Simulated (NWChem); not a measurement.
HTeCl; SMILES [TeH]Cl

```xyz
3

Te     0.0285     0.5682     0.0000
H     -1.6371     0.6771     0.0000
Cl     0.0333    -1.8044     0.0000
```
Atoms are numbered in this order, from 1.

Level: PBE0/def2-SVP with def2 effective core potentials on Te (NWChem), optimised geometry, unscaled harmonic frequencies. def2 effective core potentials on Te; no spin-orbit coupling.

**Question.** List the harmonic frequencies with IR intensities, and the thermochemistry.

**Answer.** 
```tsv
frequency (cm⁻¹)	IR intensity (km/mol)
376	18.1
655	5.4
2136	47.1
```

| Quantity | Value |
|---|---|
| zero-point energy | 4.5 kcal/mol |
| thermal correction to the enthalpy at 298.15 K (with zero-point energy) | 7.2 kcal/mol |
| heat capacity Cv | 8.4 cal/(mol K) |
| entropy at 298.15 K and 1 atm (symmetry number 1) | 65.3 cal/(mol K) |

Rigid rotor and harmonic oscillator.
